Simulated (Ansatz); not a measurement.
Compare A (`NB(F)[SiH3]`) with its isomer B (`B[SiH](N)F`).

Program: Ansatz. Geometries: PBE0-D4/def2-TZVP. ΔE: electronic, gas phase. CCSD(T)/CBS is the MP2 limit (def2-TZVPP, def2-QZVPP) plus CCSD(T) − MP2 in def2-TZVPP, frozen cores. DFT in def2-TZVPP. B3LYP here is the variant with VWN-RPA as its local correlation; programs differ in this. Each species was taken in one conformer, which may not be the lowest.

Question: Which is lower in electronic energy at CCSD(T)/CBS, and by how much? (Best estimate.)

Answer: Ansatz gave: A, by 19.8 kcal/mol.

Question: Give E(B) − E(A) in kcal/mol with PBE-D4, CCSD(T)/def2-SVP, B3LYP-D4, BLYP-D4, LDA (SPW92), MP2/def2-TZVPP, PBE0-D4. (An estimate is asked.)

Answer: Ansatz gave: PBE-D4 25.5, CCSD(T)/def2-SVP 33.3, B3LYP-D4 22.2, BLYP-D4 23.0, LDA (SPW92) 29.1, MP2/def2-TZVPP 20.4, PBE0-D4 24.1. None reverses the order clearly.

Question: Does the order hold for the free energy at 298.15 K (harmonic terms from PBE0-D4)? (Estimate.)

Answer: Ansatz gave: Yes: G(B) − G(A) = +19.4 kcal/mol, for one conformer each.

Largest T1 diagnostic: 0.013.

From PBE to PBE0 (25 % exact exchange), in def2-TZVPP and without D4, E(B) − E(A) moves by −1.5 kcal/mol. At CCSD(T), def2-SVP lies +13.5 kcal/mol from the extrapolated value and def2-TZVPP +1.7 kcal/mol.
